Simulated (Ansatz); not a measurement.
Start from `[OH][Ga]([SH])[SiH2]F` and change one atom or group to get `[OH][Ga]([SH])[SH]`.

Ansatz, PBE0-D4/def2-TZVP geometries, multiplicity 1. Each molecule was computed in one conformer, which needn't be the lowest.

Scalar relativity is left out up to krypton.

```csv
property,`[OH][Ga]([SH])[SiH2]F`
HOMO energy (B3LYP/def2-TZVPP) / eV,-7.54
size of the dipole moment (PBE/def2-TZVPP) / D,1.41
size of the dipole moment (B3LYP/def2-TZVPP) / D,1.53
HOMO energy (ωB97M-V/def2-TZVPP) / eV,-10.00
"ideal-gas entropy at 298 K and 1 bar (rigid rotor, harmonic PBE0-D4/def2-TZVP) / J/(mol·K)",406
LUMO energy (ωB97M-V/def2-TZVPP) / eV,0.24
```

Task: What does the change do to each property? (Estimate.)

Result: The calculation gave: 
```
                                                                                  property  `[OH][Ga]([SH])[SH]`  shift
                                                       HOMO energy (B3LYP/def2-TZVPP) / eV                 -7.40   0.14
                                            size of the dipole moment (PBE/def2-TZVPP) / D                  1.80   0.39
                                          size of the dipole moment (B3LYP/def2-TZVPP) / D                  1.80   0.27
                                                     HOMO energy (ωB97M-V/def2-TZVPP) / eV                 -9.83   0.17
ideal-gas entropy at 298 K and 1 bar (rigid rotor, harmonic PBE0-D4/def2-TZVP) / J/(mol·K)                   359    -47
                                                     LUMO energy (ωB97M-V/def2-TZVPP) / eV                  0.92   0.68
```

With PBE0 the HOMO rises by 0.14 eV and the LUMO rises by 0.64 eV, so the gap widens by about 0.50 eV. PBE moves the HOMO by 0.12 eV and ωB97M-V by 0.17 eV. The zero-point energy changes by -28.3 kJ/mol with -6 modes. Dipoles are sizes alone; their direction can turn. Modes under 60 cm⁻¹, often nearly free rotors, make the harmonic entropy too high.

B3LYP here is the variant with VWN-RPA as its local correlation; programs differ in this.
